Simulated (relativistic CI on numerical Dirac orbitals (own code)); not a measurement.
V+ (3d4) in a crystal field

Calculated by Dirac-Coulomb-Breit CI, orbitals from a KLI potential per configuration, a model potential for QED, valence Slater integrals scaled by 0.75, one configuration in a parametric crystal field (own radial code).

Field parameters in Wybourne normalisation: D3d B²₀ = −7Dσ, B⁴₀ = −14Dq − 21Dτ, B⁴₃ = −14√(10/7) Dq; D4h B²₀ = −7Ds, B⁴₀ = 21(Dq − Dt), B⁴₄ = 21√(5/14) Dq; Oh B⁴₀ = 21Dq, B⁴₄ = √(5/14) B⁴₀; Td as Oh with Dq negative (B⁴₀ = 21Dq, B⁴₄ = √(5/14) B⁴₀). The field is a parameter set, without covalency.

S is read from ⟨S²⟩ = S(S + 1).

Powder χT (cm³ K mol⁻¹) by Van Vleck's formula, with temperature-independent terms:

| Field | 2 K | 5 K | 10 K | 20 K | 50 K | 100 K | 200 K | 300 K |
| --- | --- | --- | --- | --- | --- | --- | --- | --- |
| D3d, 10Dq = 17450, Dσ = 500, Dτ = -200 cm⁻¹ | 0.149 | 0.372 | 0.714 | 1.14 | 1.44 | 1.46 | 1.45 | 1.44 |
| D4h, 10Dq = 14250, Ds = 570, Dt = 980 cm⁻¹ | 2.78 | 2.94 | 2.97 | 2.98 | 2.98 | 2.99 | 3 | 3 |
| D4h, 10Dq = 15450, Ds = 2240, Dt = 240 cm⁻¹ | 2.52 | 2.85 | 2.94 | 2.97 | 2.98 | 2.99 | 3 | 3 |
| Oh, 10Dq = 4500 cm⁻¹ | 2.23 | 2.75 | 2.87 | 2.91 | 2.94 | 2.95 | 2.97 | 3 |
| Oh, 10Dq = 5050 cm⁻¹ | 2.27 | 2.77 | 2.89 | 2.92 | 2.94 | 2.96 | 2.98 | 3 |
| Oh, 10Dq = 14700 cm⁻¹ | 0.099 | 0.247 | 0.495 | 0.964 | 1.63 | 1.72 | 1.61 | 1.57 |
| Td, 10Dq = -2350 cm⁻¹ | 0.64 | 1.22 | 1.48 | 1.65 | 2.01 | 2.43 | 2.8 | 2.96 |
| Td, 10Dq = -6800 cm⁻¹ | 0.898 | 1.4 | 1.57 | 1.71 | 2.05 | 2.47 | 2.82 | 2.97 |

Task: For D3d, 10Dq = 17450, Dσ = 500, Dτ = -200 cm⁻¹: what effective moment follows at 300 K?

Result: μ_eff = √(8χT) = 3.40 μB. The ground level has S = 1.00; the spin-only moment for S = 1 is 2.83 μB. The difference comes from the orbital moment, spin-orbit mixing of terms and temperature-independent paramagnetism, all larger in this ionic model than in covalent complexes.
